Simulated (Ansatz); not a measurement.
Reaction (formal exchange of groups at the Se–C bond): `N=C=C([SiH3])[SeH]` + SiH₄ → `[SiH3][SeH]` + `N=C=C[SiH3]`

Program: Ansatz. Geometries: PBE0-D4/def2-TZVP. ΔE: electronic, gas phase. CCSD(T)/CBS is the MP2 limit (def2-TZVPP, def2-QZVPP) plus CCSD(T) − MP2 in def2-TZVPP, frozen cores. This one scheme is used for every species. DFT in def2-TZVPP. B3LYP here is the variant with VWN-RPA as its local correlation; programs differ in this. For Se outer-core shells are correlated without core-valence functions, which leaves a few kJ/mol of doubt a bond. Scalar relativity is left out up to krypton. Each species was taken in one conformer, which may not be the lowest.

Question: Is it downhill or uphill in electronic energy at CCSD(T)/CBS, and by how much? (An estimate is asked.)

Answer: The calculation gave: Downhill: ΔE = -100.1 kJ/mol.

Question: What do these levels give: B97M-V, B3LYP-D4, BHLYP-D4, CAM-B3LYP-D4, PBE-QIDH, revPBE, r2SCAN, LC-ωPBE, MP2/def2-QZVPP, HF/CBS(def2), MP2/CBS(def2), CCSD/CBS(def2)? (Estimate.)

Answer: Ansatz gave: B97M-V -99.1, B3LYP-D4 -93.9, BHLYP-D4 -98.9, CAM-B3LYP-D4 -96.9, PBE-QIDH -101.3, revPBE -101.0, r2SCAN -103.8, LC-ωPBE -105.1, MP2/def2-QZVPP -95.1, HF/CBS(def2) -107.5, MP2/CBS(def2) -98.3, CCSD/CBS(def2) -103.6 kJ/mol.

Largest T1 diagnostic among the species: 0.015.

At CCSD(T), def2-SVP lies +13.9 kJ/mol from the extrapolated value and def2-TZVPP +7.5 kJ/mol. The D4 term adds +6.9 kJ/mol with B3LYP and +3.9 kJ/mol with PBE0; it sums over pairs of atoms, weighted by their polarisabilities, and B3LYP, whose exchange is more repulsive, gets the larger term.
